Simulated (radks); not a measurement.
Results of a calculation; reference values are marked as such.
The nuclear charge of neutral iron is varied continuously with 26 electrons held in [Ar] 3d6 4s2. Level of theory: scalar-relativistic Kohn-Sham, PBE, spin-polarised, spherical densities, point nucleus; open shells are filled with parallel spins first (a radial shooting solver on a logarithmic mesh with Libxc functionals). By the Hellmann-Feynman theorem dE/dZ = E(electron-nucleus)/Z, the electronic potential at the nucleus. The scalar-relativistic energy here is not variational (the density holds large components alone), so the two differ by a part that grows with Z.

[
 {"Z": "25.8", "E (hartree)": "-1249.27746", "E(electron-nucleus)/Z (hartree)": "-115.840", "HOMO": "3d", "e(HOMO) (eV)": "-2.847", "<r> HOMO (bohr)": "1.292"},
 {"Z": "25.9", "E (hartree)": "-1260.90124", "E(electron-nucleus)/Z (hartree)": "-116.445", "HOMO": "3d", "e(HOMO) (eV)": "-3.998", "<r> HOMO (bohr)": "1.253"},
 {"Z": "26", "E (hartree)": "-1272.58556", "E(electron-nucleus)/Z (hartree)": "-117.049", "HOMO": "4s", "e(HOMO) (eV)": "-4.851", "<r> HOMO (bohr)": "3.108"},
 {"Z": "26.1", "E (hartree)": "-1284.33034", "E(electron-nucleus)/Z (hartree)": "-117.651", "HOMO": "4s", "e(HOMO) (eV)": "-5.641", "<r> HOMO (bohr)": "3.033"},
 {"Z": "26.2", "E (hartree)": "-1296.13553", "E(electron-nucleus)/Z (hartree)": "-118.254", "HOMO": "4s", "e(HOMO) (eV)": "-6.461", "<r> HOMO (bohr)": "2.964"},
 {"Z": "26.3", "E (hartree)": "-1308.00106", "E(electron-nucleus)/Z (hartree)": "-118.856", "HOMO": "4s", "e(HOMO) (eV)": "-7.311", "<r> HOMO (bohr)": "2.899"},
 {"Z": "26.4", "E (hartree)": "-1319.92687", "E(electron-nucleus)/Z (hartree)": "-119.457", "HOMO": "4s", "e(HOMO) (eV)": "-8.188", "<r> HOMO (bohr)": "2.838"},
 {"Z": "26.5", "E (hartree)": "-1331.91291", "E(electron-nucleus)/Z (hartree)": "-120.057", "HOMO": "4s", "e(HOMO) (eV)": "-9.093", "<r> HOMO (bohr)": "2.781"},
 {"Z": "26.6", "E (hartree)": "-1343.95914", "E(electron-nucleus)/Z (hartree)": "-120.658", "HOMO": "4s", "e(HOMO) (eV)": "-10.025", "<r> HOMO (bohr)": "2.728"},
 {"Z": "26.7", "E (hartree)": "-1356.06553", "E(electron-nucleus)/Z (hartree)": "-121.258", "HOMO": "4s", "e(HOMO) (eV)": "-10.983", "<r> HOMO (bohr)": "2.677"},
 {"Z": "26.8", "E (hartree)": "-1368.23203", "E(electron-nucleus)/Z (hartree)": "-121.857", "HOMO": "4s", "e(HOMO) (eV)": "-11.967", "<r> HOMO (bohr)": "2.629"},
 {"Z": "26.9", "E (hartree)": "-1380.45861", "E(electron-nucleus)/Z (hartree)": "-122.456", "HOMO": "4s", "e(HOMO) (eV)": "-12.976", "<r> HOMO (bohr)": "2.583"},
 {"Z": "27", "E (hartree)": "-1392.74525", "E(electron-nucleus)/Z (hartree)": "-123.055", "HOMO": "4s", "e(HOMO) (eV)": "-14.009", "<r> HOMO (bohr)": "2.540"}
]

The central difference of E at Z = 26 is -117.146 hartree, to compare with the third column; the second derivative is -6.05 hartree.
